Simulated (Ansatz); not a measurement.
Wavefunction ladder for `C[O][Zn]` radical

Cartesian coordinates in Å:
```
C -0.494 0.038 0.071
O 0.776 -0.404 0.453
Zn 2.325 -0.097 -0.469
H -0.570 1.132 0.013
H -0.821 -0.372 -0.895
H -1.217 -0.297 0.826
```

Total charge 0; spin multiplicity 2. For Zn the d shell is correlated and the shells below it are frozen. Scalar relativity is left out up to krypton. The structure was optimised at the PBE0-D4/def2-TZVP level. Frozen core, unrestricted reference, Ansatz 0.2.0.

```csv
basis,HF (Eh),MP2 corr.,CCSD corr.,(T),CCSD(T) total
def2-SVP,-1891.91553,?,?,-0.01618,?
def2-TZVPP,-1892.30088,-0.89802,?,?,?
def2-QZVPP,-1892.34912,-0.96230,–,–,–
```

Question: Fill in the withheld values. (Estimate.)

Answer: Ansatz gave: def2-SVP MP2 corr.: -0.61376; def2-SVP CCSD corr.: -0.61368; def2-SVP CCSD(T) total: -1892.54539; def2-TZVPP CCSD corr.: -0.86701; def2-TZVPP (T): -0.02929; def2-TZVPP CCSD(T) total: -1893.19718.
